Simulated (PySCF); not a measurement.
**Correlation energy of Sb (antimony, neutral)**

[Kr] 4d10 5s2 5p2 6s1, high-spin 4P determinant (an excited configuration). All numbers are calculated (PySCF 2.14, scalar relativity through the core potential, in aug-cc-pVQZ-PP with ECP28MDF). Frozen: 4s2 4p6 4d10; 5 electrons correlated.

MP2 pair energies summed by pair of shells (mhartree):

| pair | energy | share (%) |
| --- | --- | --- |
| 5s-5p | -30.66 | 52.0 |
| 5s-5s | -14.21 | 24.1 |
| 5p-6s | -4.83 | 8.2 |
| 5p-5p | -4.62 | 7.8 |
| 5s-6s | -4.60 | 7.8 |

Total MP2 correlation energy: -58.91 mhartree.

Same-spin part -13.78 and opposite-spin part -45.13 mhartree; SCS-MP2 scales them by 1/3 and 6/5 to -58.75 mhartree.
